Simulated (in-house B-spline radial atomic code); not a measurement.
Configurations of K IV (K3+), with energies counted from [Ne] 3s2 3p4. Method: non-relativistic PBE0, spin-polarised, spherical fractional occupations, exact exchange averaged over the configuration, point nucleus. Calculated with an all-electron radial atomic-structure program (B-spline basis). Shells without spins written out take the highest spin.

```
   configuration  E - E(ref) (eV)  highest orbital  its <r> (bohr)
    [Ne] 3s1 3p5           17.813          3p down           1.306
[Ne] 3s1 3p4 3d1           38.581            3d up           1.479
[Ne] 3s2 3p3 4f1           46.341            4f up            4.17
```

(1) Order these further configurations by energy, lowest first.
A. [Ne] 3s1 3p4 4p1
B. [Ne] 3s1 3p4 4s1
C. [Ne] 3s2 3p3 3d1
D. [Ne] 3s2 3p3 4s1

## Answers

(1) C (21.366 eV), D (30.996 eV), B (48.541 eV), A (53.281 eV).
